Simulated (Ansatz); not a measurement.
One change: `[F][Sc]([F])[Cl]` becomes `[OH][Sc]([F])[F]`.

Ansatz, PBE0-D4/def2-TZVP geometries, multiplicity 1. Each molecule was computed in one conformer, which needn't be the lowest.

Scalar relativity is left out up to krypton.

```tsv
property	`[F][Sc]([F])[Cl]`
LUMO energy (PBE0/def2-TZVPP) / eV	-2.87
HOMO energy (ωB97M-V/def2-TZVPP) / eV	-11.60
size of the dipole moment (ωB97M-V/def2-TZVPP) / D	0.50
LUMO energy (B3LYP/def2-TZVPP) / eV	-3.29
HOMO–LUMO gap (ωB97M-V/def2-TZVPP) / eV	10.42
HOMO energy (B3LYP/def2-TZVPP) / eV	-9.04
```

Q: What does the change do to each property? (Estimate.)

A: Computed: 
```
                                          property  `[OH][Sc]([F])[F]`  shift
                LUMO energy (PBE0/def2-TZVPP) / eV               -2.16   0.71
             HOMO energy (ωB97M-V/def2-TZVPP) / eV              -11.82  -0.22
size of the dipole moment (ωB97M-V/def2-TZVPP) / D                2.42   1.92
               LUMO energy (B3LYP/def2-TZVPP) / eV               -2.59   0.70
           HOMO–LUMO gap (ωB97M-V/def2-TZVPP) / eV               11.20   0.78
               HOMO energy (B3LYP/def2-TZVPP) / eV               -9.07  -0.03
```

The zero-point energy changes by 29.5 kJ/mol with +3 modes. Dipoles are sizes alone; their direction can turn.

B3LYP here is the variant with VWN-RPA as its local correlation; programs differ in this.
